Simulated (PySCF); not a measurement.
# C₆ coefficients of unlike pairs at B3LYP

Calculated with PySCF 2.14 from the dipole response of each species, C₆(A,B) = (3/π) ∫ α_A(iu) α_B(iu) du, in atomic units, from isotropic polarisabilities. For ions this is the dispersion term alone; charge-induced terms of lower order in 1/R come first.

| species | configuration | basis | relativity | α (bohr³) | C₆ (like pair) |
| --- | --- | --- | --- | --- | --- |
| N³⁺ | [He] 2s2 (1S) | dyall-acv3z (15s9p4d2f) | spin-free X2C | 2.142 | 2.116 |
| Mg²⁺ | [Ne] (1S) | aug-cc-pVTZ (6s5p3d2f) | none | 0.2863 | 0.1560 |
| Cs | [Xe] 6s1 (2S) | x2c-TZVPPall with one added diffuse shell each of s, p, d type (12s8p7d2f1g) | spin-free X2C | 396.4 | 6765 |
| C²⁺ | [He] 2s2 (1S) | def2-TZVPPD (6s3p3d1f) | none | 4.311 | 6.623 |

(1) Estimate C₆ for Mg²⁺ with N³⁺.

No spin-orbit coupling is included.

The other pairs:

```csv
pair,C₆
"Cs, Mg²⁺",12.38
"C²⁺, N³⁺",3.713
"C²⁺, Mg²⁺",0.7722
"C²⁺, Cs",146.1
"Cs, N³⁺",76.19
```

## Answers

(1) The integral gives 0.4757. The combination rule 2 C_A C_B / (C_A α_B/α_A + C_B α_A/α_B) gives 0.4553 and the geometric mean 0.5744.
